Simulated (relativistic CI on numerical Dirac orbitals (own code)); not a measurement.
# Radial parameters of Ce¹³⁺

Computed by Dirac-Coulomb-Breit CI, separate exchange-only KLI orbitals for each configuration, model QED, unscaled Slater integrals (own radial code, finite nucleus).

Slater integrals F^k, G^k are unscaled and averaged over j, outside the closed core [Ar] 3d10; ζ comes from projecting the Hamiltonian with its Breit term on Σ l·s of the shell.

- 4s²4p⁶4d⁹: ζ(4d) = 11237 cm⁻¹; <r>(4d) = 0.7062, <r^2>(4d) = 0.572 (bohr units).
- 4s²4p⁵4d¹⁰: ζ(4p) = 105750 cm⁻¹; <r>(4p) = 0.658, <r^2>(4p) = 0.4904 (bohr units).
- 4s²4p⁶4d⁸4f: F^2(4d,4d) = 143710, F^4(4d,4d) = 96815, ζ(4d) = 11295, F^2(4d,4f) = 134050, F^4(4d,4f) = 87346, G^1(4d,4f) = 156950, G^3(4d,4f) = 101060, G^5(4d,4f) = 72213, ζ(4f) = 933.84 cm⁻¹; <r>(4d) = 0.7053, <r^2>(4d) = 0.5706, <r>(4f) = 0.7778, <r^2>(4f) = 0.7072 (bohr units).

(1) Give the Racah parameters of the d shell in 4s²4p⁶4d⁸4f.

Averages of the first 10 configurations, taken without configuration mixing, which lowers the lowest level and can move excited configurations by several eV; other configurations of the list can lie among them:

| Configuration | Parity | States | Average energy above the lowest level (eV) |
| --- | --- | --- | --- |
| 4s²4p⁶4d⁹ | even | 10 | 2.7 |
| 4s²4p⁵4d¹⁰ | odd | 6 | 118.2 |
| 4s²4p⁶4d⁸4f | odd | 630 | 118.0 |
| 4s4p⁶4d¹⁰ | even | 2 | 194.7 |
| 4s²4p⁶4d⁸5s | even | 90 | 112.9 |
| 4s²4p⁵4d⁹4f | even | 840 | 232.0 |
| 4s²4p⁶4d⁸5p | odd | 270 | 138.1 |
| 4s²4p⁶4d⁷4f5s | odd | 3360 | 229.4 |
| 4s²4p⁶4d⁸5d | even | 450 | 175.1 |
| 4s4p⁶4d⁹4f | odd | 280 | 308.8 |

## Answers

(1) B = F²/49 − 5F⁴/441 = 1835 cm⁻¹ and C = 35F⁴/441 = 7684 cm⁻¹.
